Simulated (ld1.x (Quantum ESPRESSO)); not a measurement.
**nickel: RRKJ pseudisation with PBEsol, scalar-relativistic reference atom.**

* Element: nickel
* Generator: ld1.x (Quantum ESPRESSO) 7.5
* Type: norm-conserving RRKJ (Kleinman–Bylander form)
* Functional: PBEsol
* Relativity: scalar-relativistic
* Frozen core: [Ne]
* Valence charge: 18
* Reference configuration: 3s2 3p6 3d8 4s2 4p0
* Partial waves: 3p (bound): rc 0.95 bohr; 3d (bound): rc 1.15 bohr; 3s (bound): rc 0.65 bohr
* Local potential: the s channel
* Core correction: a·sin(br)/r model core inside 0.40 bohr
* rho0: 0.001

Occupied shells without a wave of their own: 4s. They enter only through the test configuration that unscreens the potential, and ld1.x also counts them in the model core charge.

All-electron outer shells of the reference configuration (PBEsol, scalar-relativistic, ld1.x):

```csv
shell,level (eV),outermost node (bohr),outermost maximum (bohr)
2s,-980.86,0.07,0.21
2p,-844.17,–,0.16
3s,-110.78,0.30,0.64
3p,-71.25,0.27,0.65
3d,-8.90,–,0.63
4s,-5.66,0.92,2.24
4p,-1.19,1.00,3.14
```

**Question.** Does the generator finish with these settings?

**Answer.** Yes, a potential is produced.

**Question.** Estimate the cutoffs (Ry, on a coarse ladder) from which the occupation-weighted sum of valence levels, in a spherical-Bessel basis at the reference potential, stays within 10 and 1 mRy of its value at 400 Ry.

**Answer.** 260 Ry and over 300 Ry.

**Question.** What does a ghost test show?

**Answer.** No extra level below or beside the all-electron valence levels (p, d, s, f tested).

**Question.** Which valence shell sets the plane-wave cutoff?

**Answer.** 3s: its level needs 300 Ry to come within 1 mRy, against 230 Ry for 4s.

**Question.** Tests: 3s2 3p6 3d8 4s1 4p0; 3s2 3p6 3d8 4s0 4p0; 3s2 3p6 3d7 4s0 4p0; 3s2 3p6 3d9 4s1 4p0; 3s1 3p6 3d8 4s2 4p0; 3s2 3p6 3d8 4s1 4p1; 3s2 3p6 3d8.5 4s1.5 4p0. Which has the largest error in its energy relative to the reference configuration, and how large is it?

**Answer.** 3s2 3p6 3d7 4s0 4p0, with -1401 meV (all-electron minus pseudo) on +64.03 eV.

ld1.x takes every shell without a wave as core, so the model core holds the 4s electrons as well and exchange and correlation see them twice. This cancels in the reference configuration, but the file is broken for other ones, and its errors say nothing about a proper core correction.
